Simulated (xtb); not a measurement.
Cl3Si, doublet, from a rough starting geometry; GFN2-xTB run with xtb.

xtb was given this input:
```
$ xtb mol.xyz --gfn 2 --uhf 1 --opt vtight --json

# file mol.xyz
4

Si     0.27522798     0.31279177     0.21585775
Cl    -0.85395124    -0.89558577     1.45681267
Cl     1.44295357    -0.84283972    -0.89166462
Cl    -0.85178624     1.47366423    -0.86578849
```

The log (banner, timings and long lists left out):

```
   ID    Z sym.   atoms
    1   14 Si     1
    2   17 Cl     2-4

           -------------------------------------------------
          |                Calculation Setup                |
           -------------------------------------------------

           -------------------------------------------------
          |                 G F N 2 - x T B                 |
           -------------------------------------------------

          ...................................................
          :                      SETUP                      :
          :.................................................:
          :  # basis functions                  40          :
          :  # atomic orbitals                  36          :
          :  # shells                           12          :
          :  # electrons                        25          :
          :  max. iterations                   250          :
          :  Hamiltonian                  GFN2-xTB          :
          :  restarted?                      false          :
          :  GBSA solvation                  false          :
          :  PC potential                    false          :
          :  electronic temp.          300.0000000     K    :
          :  accuracy                    1.0000000          :
          :  -> integral cutoff          0.2500000E+02      :
          :  -> integral neglect         0.1000000E-07      :
          :  -> SCF convergence          0.1000000E-05 Eh   :
          :  -> wf. convergence          0.1000000E-03 e    :
          :  Broyden damping             0.4000000          :
          :  net charge                          0          :
          :  unpaired electrons                  1          :
          ...................................................

 iter      E             dE          RMSdq      gap      omega  full diag
   1    -15.4473264 -0.154473E+02  0.658E+00    3.89       0.0  T
   2    -15.4673633 -0.200369E-01  0.298E+00    3.87       1.0  T
   3    -15.4672525  0.110820E-03  0.169E+00    3.95       1.0  T
   4    -15.4708400 -0.358757E-02  0.574E-01    3.94       1.0  T
   5    -15.4710523 -0.212309E-03  0.458E-01    3.95       1.0  T
   6    -15.4713560 -0.303634E-03  0.223E-01    3.95       1.0  T
   7    -15.4714358 -0.798652E-04  0.134E-01    3.96       1.0  T
   8    -15.4714820 -0.461248E-04  0.479E-02    3.96       1.0  T
   9    -15.4713528  0.129144E-03  0.227E-01    3.96       1.0  T
[...]
         :: total energy             -15.445613382511 Eh    ::
 * total energy  :   -15.4456134 Eh     change       -0.6941470E-10 Eh
 * total energy  :   -15.4479521 Eh     change       -0.2338724E-02 Eh
 * total energy  :   -15.4469395 Eh     change        0.1012618E-02 Eh
 * total energy  :   -15.4483853 Eh     change       -0.1445848E-02 Eh
 * total energy  :   -15.4483818 Eh     change        0.3514509E-05 Eh
 * total energy  :   -15.4483900 Eh     change       -0.8187597E-05 Eh
 * total energy  :   -15.4483901 Eh     change       -0.1119445E-06 Eh
 * total energy  :   -15.4483903 Eh     change       -0.1833008E-06 Eh
 * total energy  :   -15.4483903 Eh     change       -0.4164198E-08 Eh
   *** GEOMETRY OPTIMIZATION CONVERGED AFTER 9 ITERATIONS ***
         :: total energy             -15.448390309735 Eh    ::
[...]
        23                         -0.0028485              -0.0775
        24                         -0.0028444              -0.0774
       ...                                ...                  ...
        36                          0.7276853              19.8013
      -------------------------------------------------------------
                  HL-Gap            0.1486508 Eh            4.0450 eV
             Fermi-level           -0.3333128 Eh           -9.0699 eV

     #   Z          covCN         q      C6AA      α(0)
     1  14 Si       2.412     0.485   176.862    28.996
     2  17 Cl       0.811    -0.162   104.111    15.609
     3  17 Cl       0.811    -0.162   104.112    15.609
     4  17 Cl       0.811    -0.162   104.112    15.609

 Mol. C6AA /au·bohr⁶  :       1887.371406
 Mol. C8AA /au·bohr⁸  :      94001.455584
 Mol. α(0) /au        :         75.823037

Wiberg/Mayer (AO) data.
largest (>0.10) Wiberg bond orders for each atom

 ---------------------------------------------------------------------------
     #   Z sym  total        # sym  WBO       # sym  WBO       # sym  WBO
 ---------------------------------------------------------------------------
     1  14 Si   3.454 --     2 Cl   1.151     4 Cl   1.151     3 Cl   1.151
     2  17 Cl   1.307 --     1 Si   1.151
     3  17 Cl   1.307 --     1 Si   1.151
     4  17 Cl   1.307 --     1 Si   1.151
 ---------------------------------------------------------------------------

Topologies differ in total number of bonds
Writing topology from bond orders to xtbtopo.mol

molecular dipole:
                 x           y           z       tot (Debye)
 q only:        0.356       0.352       0.354
   full:        0.026       0.026       0.026       0.115
molecular quadrupole (traceless):
                xx          xy          yy          xz          yz          zz
 q only:        0.036       1.791       0.003       1.770       1.754      -0.039
  q+dip:        0.016       1.135      -0.014       1.140       1.125      -0.002
   full:        0.014       0.935      -0.011       0.939       0.927      -0.003

optimized geometry written to: xtbopt.xyz

           -------------------------------------------------
          | TOTAL ENERGY              -15.448390309735 Eh   |
          | GRADIENT NORM               0.000030248322 Eh/α |
          | HOMO-LUMO GAP               4.044994782427 eV   |
           -------------------------------------------------

normal termination of xtb
```
